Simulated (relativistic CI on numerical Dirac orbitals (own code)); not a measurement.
# Tc4+: 4s photoemission

Computed with this model: Dirac-Coulomb-Breit CI, orbitals from a KLI potential per configuration, model QED, valence Slater integrals scaled by 0.7, multiplet model of photoemission in the sudden approximation; configurations [Kr] 4d3 → [Ar] 3d10 4s 4p6 4d3; 80 K; Lorentzian 1.4 eV and Gaussian 0.6 eV FWHM. Energies are those of the free ion, without screening or charge transfer. The energies are binding energies and can lie tens of eV above those of solids. Without intra-shell correlation the exchange splitting of an s hole comes out too large, often by half or more. S is read from ⟨S²⟩ = S(S + 1).

free ion: ground-state S = 1.49, centroid 133.80 eV. Peaks (eV, height): 131.8 (100), 137.0 (58).

Strongest unbroadened transitions for free ion:

| Energy (eV) | Relative strength |
| --- | --- |
| 131.86 | 100.0 |
| 131.95 | 69.0 |
| 133.37 | 0.0 |
| 135.10 | 0.1 |
| 135.14 | 1.3 |
| 135.45 | 0.1 |
| 135.62 | 0.8 |
| 136.55 | 0.6 |
| 137.09 | 93.0 |
| 138.07 | 2.2 |
| 138.35 | 0.1 |
